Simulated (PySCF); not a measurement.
SMILES C[C](C)(C)[ZnH] (C₄H₁₀Zn), singlet at its GFN2-xTB optimised geometry (Å):

```
15

Zn     1.2083    -0.9987     0.0000
H      2.7729    -0.9987     0.0000
C     -0.6146    -0.0982     0.0000
C     -1.9201    -0.8913    -0.0465
C     -0.6134     0.7715     1.2626
C     -0.5634     0.8345    -1.2159
H     -2.7729    -0.2068    -0.0460
H     -2.0145    -1.5459     0.8172
H     -1.9793    -1.5009    -0.9456
H     -0.7261     0.1639     2.1601
H      0.3145     1.3439     1.3487
H     -1.4417     1.4849     1.2357
H      0.3663     1.4104    -1.2347
H     -0.6381     0.2732    -2.1471
H     -1.3932     1.5459    -1.1871
```

Level of theory: CAM-B3LYP/def2-TZVP (PySCF). Cells within 0.4 Å of a nucleus heavier than hydrogen are left out (blank, or x).

Map of the electrostatic potential (hartree/e), clipped to [-0.08, 0.12] on the plane z = 0.0 Å:

```
|1111111111111111111111111111111|
|1111111111111111111111111111111|
|1111111111111111111111111111111|
|1111111111111111111111111111111|
|1111111111111111111111111111111|
|1111111111111111111111111111111|
|1111111111111111111111111111111|
|1111111111111111112221111111111|
|1111111112211111122222111111111|
|1111111122222222222222111111111|
|1111111222233333332222211111111|
|1111112222334554333332211111111|
|1111222222358996444433211000011|
|1112234433499999655653210000001|
|1112379986899999989995310000000|
|111249999999xxx9999999421000000|
|1112499999999xx9999999975200000|
|111127999xx9999999xx99999810000|
|111113899xx9999999xx99999920000|
|111112599999943999xx99999710000|
|1111113799994227999999975200000|
|1111111356642235999999410000000|
|1111111122222234799996210000000|
|1111111111112234567754210000001|
|1111111111112223445443211000011|
|1111111111112223333332211111111|
|1111111111122222333322211111111|
|1111111111122222222222211111111|
|1111111111122222222222211111111|
|1111111111122222222222211111111|
|1111111111122222222222211111111|
```
Scale: ten equal steps from -0.024 (start of '0') to 0.120 (end of '9'), in the order '0123456789'; x runs from -5.00 to 5.00, y from -5.00 (bottom) to 5.00 (top).
